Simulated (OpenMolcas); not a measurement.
## Lines of Si: computed and rescaled rates

```json
{
  "Program": "OpenMolcas",
  "Method": "CASSCF",
  "Basis": "ANO-R3 [6s5p4d2f1g]",
  "Scalar Hamiltonian": "X2C, finite nucleus",
  "Active space": "4 electrons in 8 orbitals (3s 3p 4s 4p)",
  "State averaging": "2S+1 = 3 even, 3 roots; 2S+1 = 1 even, 6 roots; 2S+1 = 5 odd, 1 root",
  "Spin-orbit coupling": "state interaction with AMFI integrals over the reference wave functions, term energies averaged over their components"
}
```

Rates come from the transition moments of the reference wave functions (E1 and E2 in the length form). At fixed line strength A goes as λ^-3 for E1 and M1 and as λ^-5 for E2, so a rate at the computed wavelength can be rescaled to the measured one. Measured vacuum wavelengths follow from level energies in NIST Handbook of Basic Atomic Spectroscopic Data. Branching counts decays inside the model space alone, at computed energies, and the table is only a selection of the E2 and M1 lines, drawn from those between levels with measured partners whose computed energy lies within a factor of 1.5 of the measured one.

```json
{"Upper": "3s² 3p² ³P₂", "Lower": "3s² 3p² ³P₁", "Type": "M1", "λ computed (nm)": "84370", "λ measured (nm)": "68470", "A computed (s-1)": "2.26e-05", "A rescaled (s-1)": "4.23e-05", "Branching %": "100.0"}
{"Upper": "3s² 3p² ¹D₂", "Lower": "3s² 3p² ³P₂", "Type": "M1", "λ computed (nm)": "1227", "λ measured (nm)": "1646", "A computed (s-1)": "2.28e-03", "A rescaled (s-1)": "", "Branching %": "72.8"}
{"Upper": "3s² 3p² ¹D₂", "Lower": "3s² 3p² ³P₂", "Type": "E2", "λ computed (nm)": "1227", "λ measured (nm)": "1646", "A computed (s-1)": "4.54e-05", "A rescaled (s-1)": "", "Branching %": "1.4"}
{"Upper": "3s² 3p² ¹D₂", "Lower": "3s² 3p² ³P₁", "Type": "M1", "λ computed (nm)": "1209", "λ measured (nm)": "1607", "A computed (s-1)": "7.95e-04", "A rescaled (s-1)": "", "Branching %": "25.3"}
{"Upper": "3s² 3p² ¹S₀", "Lower": "3s² 3p² ³P₁", "Type": "M1", "λ computed (nm)": "698.4", "λ measured (nm)": "652.9", "A computed (s-1)": "2.25e-02", "A rescaled (s-1)": "", "Branching %": "14.3"}
```

Spin-changing lines and M1 lines between different terms are not rescaled, since their strength hangs on the term gaps too.

The largest correction is for 3s² 3p² ³P₂ → 3s² 3p² ³P₁ (M1): 2.26e-05 × (84370 / 68470)^3 = 4.23e-05 s-1, a factor of 1.87.

No measured rate stands beside these. Rescaling mends the energy factor alone: line strengths can still be far off where a level mixes with configurations outside the active space, and weak or spin-changing lines hang on small mixing coefficients that depend on the term gaps too, so rescaling need not improve them.

Without dynamic correlation excited terms often stand tens of per cent too high (terms of higher spin than the ground term too low), and those without a measured partner can miss by more than the paired ones. Active for correlation alone: 4p 4s; no level in the range computed is led by a configuration that fills them, so any true level of that kind is missing. Computed and measured levels are paired by configuration, term and J; levels that our copy of the source lacks, or whose pairing is in doubt (as where it misses far off the trend of its configuration), stay unpaired. Only configurations of the active space appear.
